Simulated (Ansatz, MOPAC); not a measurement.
CH4 (SMILES C) and COS (SMILES O=C=S) are pulled apart as rigid monomers along the line of their centres of mass, from the B3LYP-D3(BJ)/def2-TZVP minimum. Starting geometry (charge 0, multiplicity 1):
| atom | x (Å) | y (Å) | z (Å) |
|---|---|---|---|
| C | -0.0497 | 0.0269 | 0.1932 |
| H | 0.1477 | -1.0024 | 0.4896 |
| H | -0.9991 | 0.3523 | 0.6157 |
| H | 0.7513 | 0.6674 | 0.5596 |
| H | -0.0960 | 0.0891 | -0.8931 |
| O | -1.4001 | 0.3664 | 3.5527 |
| C | -0.3246 | -0.0204 | 3.7221 |
| S | 1.1290 | -0.5432 | 3.9516 |

Interaction energies with rigid monomers; basis-set methods are counterpoise corrected unless marked otherwise.

Frozen-core correlation. The state that PM3, PM7 reach isn't checked; PM7 holds dispersion and hydrogen-bond terms.

Codes used: Ansatz (Gaussian basis) for Hartree–Fock, density functionals and correlated methods; MOPAC for PM3, PM7 (differences of heats of formation). Values without a source in brackets are computed.

```tsv
C1···C7 (Å)	PM3 (meV)	PM7 (meV)	r2SCAN/def2-TZVPPD (meV)	MP2/aug-cc-pV(D+d)Z (meV)	CCSD/aug-cc-pV(D+d)Z (meV)
3.19	89.9	5.5	(withheld)	-4.2	19.0
3.54	31.4	-20.5	-22.4	-35.5	-22.4
4.07	6.9	-27.5	-15.6	-26.9	-21.0
4.95	0.3	(withheld)	-3.6	-9.8	-7.9
6.36	-0.1	-4.1	-0.3	-2.2	-1.7
```

**Question.** Complete the blanks.

**Answer.** 
- 4.95, PM7 (meV): -16.1
- 3.19, r2SCAN/def2-TZVPPD (meV): 6.5

Ansatz is an electronic-structure program.
